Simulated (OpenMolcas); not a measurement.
**Mo3+: effect of the metal basis**

Mo3+ with 6 ligands (ammonia) in octahedral coordination (S6) at 2.06 Å.

```yaml
Program: OpenMolcas 26.06
Method: CASSCF
Spin-orbit_coupling: RASSI with atomic mean-field integrals over the reference wave functions
```

Fixed: ligand basis ANO-RCC-VDZP, active space 3 electrons in 5 orbitals (4d), DKH2 Hamiltonian.

Energies in cm-1 above the lowest state or level, χT in cm3 K/mol.

| Run | Metal basis | Ground state | First state of that spin | First gap with spin-orbit (degeneracies) | χT at 300 K | First state of another spin | Cost |
| --- | --- | --- | --- | --- | --- | --- | --- |
| A | ANO-RCC-VDZP | 2S+1 = 4 | 43998 | 0.2 (2, 2) | 1.830 | 2S+1 = 2: 14036 | roughly 60 core-seconds |
| B | ANO-RCC-VTZP | 2S+1 = 4 | 43898 | 0.1 (2, 2) | 1.830 | 2S+1 = 2: 14040 | roughly 100 core-seconds |

Costs are those of the RASSCF and RASSI steps.

Without dynamic correlation the repulsion within the d shell is too large (B by tens of per cent), so at a given field states of lower spin stand too high. The least metal-like active orbital is 74 % on the metal (Löwdin) and no ligand orbital is active, so the numbers are rough. With metal d orbitals alone the field can be off either way by tens of per cent. Ligand-to-metal charge-transfer states are missing. With no ligand orbital active B as a rule stays too high, so bands that hang on it stand too high and its fall with covalency is understated. No measured value stands beside these numbers; the geometry is a model, was not optimised and need not be the one that this ion takes.

A state without a sure symmetry label is named by its multiplicity alone.
